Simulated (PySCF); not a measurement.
# One molecule, several mistakes: Ge2H6N2

These are calculations, not measurements. They come from PySCF 2.14.0, an open-source quantum chemistry program, on an isolated molecule that a program drew, which may never have been made. The molecule is Ge2H6N2 (charge 0, singlet), drawn as the SMILES string `[NH2][GeH2][N]=[GeH2]`.

Each row is a Hartree-Fock (HF) and frozen-core CCSD(T) single point in the cc-pVDZ basis, meant for a local HF minimum. Run 1 is clean. Each other run has one planted mistake out of seven kinds, and not every kind appears here: one electron removed, one electron added, multiplicity raised by two, geometry at a saddle point, minimal basis STO-3G, one bond length entered in bohr, all coordinates scaled. The reference is restricted for singlets and unrestricted otherwise, and also for a bond in bohr. Adding or removing an electron swaps singlet and doublet. Electrons count all cores. HOMO and LUMO are orbital energies over both spins, the gradient is its largest component, and the lowest frequency (negative if imaginary) is given only where the gradient is small. Bond lengths are over the 9 bonds as drawn. T1 is the CCSD diagnostic: over 0.02 (restricted) or 0.045 (unrestricted) a single reference is doubtful. Germanium has the cc-pVDZ-PP basis, with a core potential (ECP10MDF) in place of its 10 inner electrons, and its 3s, 3p and 3d shells are frozen in CCSD(T).

Geometry of the clean run:
```xyz
10
Ge2H6N2, angstrom
N     1.3685   -0.5122    0.5260
Ge   -0.1603    0.0691   -0.3271
N    -0.0344    1.6367   -1.2684
Ge    1.2528    2.6748   -1.5049
H     1.7113    0.0825    1.2606
H     2.1388   -0.7526   -0.0738
H    -1.2130    0.2585    0.7665
H    -0.5501   -1.0392   -1.3069
H     2.6761    2.5329   -0.9588
H     1.0782    3.9303   -2.3471
```

| run | electrons | basis functions | <S^2> | HOMO (eV) | LUMO (eV) | gradient (hartree/bohr) | lowest frequency (cm^-1) | mean bond (Å) | longest bond (Å) | T1 | HF (hartree) | CCSD(T) (hartree) | mistake |
|---|---|---|---|---|---|---|---|---|---|---|---|---|---|
| 1 | 84 | 104 | 0.000 | -9.75 | 1.41 | 2.2e-05 | 84 | 1.4968 | 1.845 | 0.0180 | -699.09866 | -699.69927 | no fault |
| 2 | 84 | 104 | 0.976 | -9.27 | 0.88 | 3.3e-02 | - | 1.6482 | 2.893 | 0.0359 | -699.01176 | -699.59590 | one bond length entered in bohr |
| 3 | 84 | 104 | 2.028 | -6.67 | 0.08 | 1.2e-01 | - | 1.4968 | 1.845 | 0.0149 | -699.03134 | -699.58091 | ? |
| 4 | 84 | 104 | 0.000 | -9.62 | 1.31 | 1.9e-02 | - | 1.5297 | 1.885 | 0.0192 | -699.09368 | -699.70129 | ? |

**Which mistake was planted in run 3, and what did it cost?**

Electrons, basis and geometry are unchanged, and <S^2> is 2.028, beside S(S+1) = 2.00 for a multiplicity of 3. So the mistake is: multiplicity raised by two. Subtracting run 1 and multiplying by 627.51 kcal/mol a hartree, the energy moved by 42.2 kcal/mol in HF and 74.3 kcal/mol in CCSD(T).

**Which mistake was planted in run 4, and what did it cost?**

The mean and the longest bond both change by the same factor, 1.022, and the gradient is no longer small. So the mistake is: all coordinates scaled. Subtracting run 1 and multiplying by 627.51 kcal/mol a hartree, the energy moved by 3.1 kcal/mol in HF and -1.3 kcal/mol in CCSD(T).

